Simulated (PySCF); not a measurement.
## Spinor energies of Gd⁶⁰⁺ (gadolinium, charge +60)

Start: [He] 2s2. Calculated with PySCF 2.14 in an even-tempered Gaussian basis (17 s from 42 bohr⁻², ratio 2.4; 13 p from 55 bohr⁻², ratio 2.4; 5 d from 170 bohr⁻², ratio 2.6; 4 f from 260 bohr⁻², ratio 2.6): generalised Hartree-Fock with the X2C-1e Hamiltonian and a Gaussian nucleus; one run each with spin-orbit coupling (SO) switched off, then screened by Boettger's factors.

```csv
spinor shell,electrons,"ε, spin-free (eV)","ε, screened SO (eV)",weight of nominal j (screened SO),"rms radius, screened SO (bohr)"
1s1/2,2,-57154.0,-57154.0,1.000,0.0248
2s1/2,2,-13960.1,-13960.1,1.000,0.0959
```

| quantity | spin-free | screened SO |
| --- | --- | --- |
| E (hartree) | -5337.80801 | -5337.80801 |
| M_J | 0 | 0 |
| ⟨J²⟩ | 0.000 | 0.000 |
| ⟨L²⟩ | 0.000 | 0.000 |
| ⟨S²⟩ | 0.000 | 0.000 |

Breit and QED terms are absent; they matter most for the inner s and p1/2 levels.

Densities and radii are taken from the X2C orbitals without a picture-change correction, which distorts them close to the nucleus.

Without spin-orbit coupling the j labels of p, d and f shells carry no meaning; the spin-free column gives the mean over the occupied spinors of each nl shell.
